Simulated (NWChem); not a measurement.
System: Cs, doublet

NWChem input:

```
start job
memory heap 200 mb stack 900 mb global 1100 mb
geometry units angstroms noautoz
  Cs     0.000000     0.000000     0.000000
end
basis spherical
  Cs library def2-tzvp
end
ecp
  Cs library def2-ecp
end
dft
  odft
  mult 2
  xc becke97-2
  iterations 150
  mulliken
end
task dft energy
```

No stability test was run on the SCF state. def2 effective core potentials on Cs; no spin-orbit coupling.

Q: Predict the main results of this run. (B97-2/def2-TZVP with def2 effective core potentials on Cs, spin-unrestricted.) Quantities: energy (Ha); highest occupied level (eV); lowest empty minus highest occupied level, either spin (eV); <S²>.

A: 
```
Quantity                                                     Result
-----------------------------------------------------------  ------
energy (Ha)                                                  -20.16
highest occupied level (eV)                                   -2.35
lowest empty minus highest occupied level, either spin (eV)    1.89
<S²>                                                          0.750
```
